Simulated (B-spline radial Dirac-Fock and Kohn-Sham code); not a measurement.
## Elastic and transport cross sections of platinum for electrons

Level of theory: relativistic (Dirac) partial waves in the static field of the Dirac-Fock atom with Furness-McCarthy exchange, without polarisation or absorption potentials; a radial atomic solver. Below a few hundred eV the neglected polarisation potential matters, most of all at small angles. σ_tr1 and σ_tr2 weight the cross section with 1 − P₁ and 1 − P₂ of cos θ; "backward" is the share scattered beyond 90°.

```
energy (eV)  σ (a₀²)  σ_tr1 (a₀²)  σ_tr2 (a₀²)  σ/σ_tr1  backward (%)
         50     35.3         16.8         21.2     2.10            23
         54     35.9         15.6         20.6     2.30            20
       55.1     36.0         15.3         20.4     2.36            20
       57.7     36.2         14.5         20.0     2.49            18
       59.1     36.2         14.1         19.7     2.57            18
       68.2     36.1         11.7         17.8     3.08            14
       72.3     35.9         10.8         17.0     3.32            12
        100     33.2         6.60         12.3     5.04           5.3
        109     32.3         5.79         11.1     5.58           4.1
        162        ?            ?            ?        ?             ?
        200     24.0         3.37         6.08     7.13           2.9
        222     22.4         3.36         5.82     6.68           3.7
        239     21.3         3.39         5.69     6.30           4.4
        258     20.2         3.43         5.60     5.89           5.2
        277     19.2         3.48         5.53     5.52           6.0
        285     18.8         3.50         5.50     5.38           6.3
        289     18.6         3.51         5.49     5.31           6.5
        300     18.1         3.53         5.45     5.13           6.9
        359     16.0         3.63         5.21     4.41           8.8
```

Question: Fill in the row for 162 eV.

Answer: σ = 27.2 a₀², σ_tr1 = 3.67 a₀², σ_tr2 = 7.11 a₀², σ/σ_tr1 = 7.41, backward 2.0 %. The ratio σ/σ_tr1 is roughly the number of elastic collisions that randomise the direction.

Values without a named source are computed, but for edge energies of neutral atoms, which are taken from tables.
